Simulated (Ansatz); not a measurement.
Calculated with Ansatz (gas phase, PBE0-D4/def2-TZVP geometries, no zero-point term in ΔE). CCSD(T)/CBS adds triple-zeta CCSD(T) − MP2 to the extrapolated MP2 energy (def2 sets, frozen cores). DFT in def2-TZVPP. For Ga outer-core shells are correlated without core-valence functions, which leaves a few kJ/mol of doubt a bond. Scalar relativity is left out up to krypton. One conformer a species, not always the lowest.

`FCSC[SiH3]` + `[CH3][Ga]([CH3])[OH]` → `[CH3][Ga]([CH3])[O][SiH3]` + `CSCF`  (ligand exchange at the Si–C bond)

`FCSC[SiH3]`:

```xyz
12

F     1.345    1.286   -1.957
C     1.447    1.160   -0.585
S    -0.062    1.581    0.256
C    -1.089    0.155   -0.190
Si   -0.699   -1.349    0.870
H     1.743    0.131   -0.371
H     2.208    1.856   -0.227
H    -2.121    0.468   -0.013
H    -0.998   -0.031   -1.261
H     0.746   -1.686    0.773
H    -1.031   -1.043    2.284
H    -1.489   -2.528    0.420
```

`[CH3][Ga]([CH3])[OH]`:

```xyz
11

C     0.379   -0.235    1.848
Ga    0.068   -0.331   -0.082
C    -0.509    1.085   -1.319
O     0.375   -1.971   -0.759
H     1.162    0.492    2.078
H     0.682   -1.210    2.231
H    -0.525    0.085    2.372
H     0.247    1.873   -1.368
H    -1.435    1.548   -0.968
H    -0.673    0.704   -2.328
H     0.229   -2.041   -1.704
```

`[CH3][Ga]([CH3])[O][SiH3]`:

Cartesian coordinates in Å:
```
C -0.615 -0.246 1.883
Ga 0.471 -0.426 0.263
C 2.086 -1.442 -0.161
O -0.120 0.523 -1.153
Si -1.327 1.529 -1.553
H -0.213 -0.825 2.715
H -0.669 0.805 2.179
H -1.636 -0.578 1.684
H 2.804 -0.795 -0.668
H 1.834 -2.253 -0.849
H 2.554 -1.872 0.725
H -2.148 0.949 -2.653
H -2.237 1.795 -0.398
H -0.784 2.836 -2.016
```

`CSCF`:

Z-matrix (Å, degrees):
```
C
S 1 1.799
H 1 1.091 2 111.0
H 1 1.090 2 110.8 3 122.9
H 1 1.090 2 106.9 3 -118.6
C 2 1.777 1 99.9 3 -61.6
F 6 1.381 2 113.2 1 -71.9
H 6 1.092 2 106.9 1 168.7
H 6 1.093 2 110.7 1 48.7
```

```csv
level,ΔE (kcal/mol)
r2SCAN,-26.6
CCSD/def2-TZVPP,-28.0
```

(1) What does CCSD(T)/CBS give? (Best estimate.)

Largest T1 diagnostic among the species: 0.013.

## Answers

(1) Ansatz gave: -26.5 kcal/mol. The listed levels differ from it by -0.1, -1.5 kcal/mol.

From PBE to PBE0 (25 % exact exchange), in def2-TZVPP and without D4, ΔE moves by −1.8 kcal/mol. In def2-TZVPP, CCSD(T) changes the Hartree–Fock value by +6.7 kcal/mol (the triples alone add +1.0 kcal/mol) and MP2 by +6.5 kcal/mol.
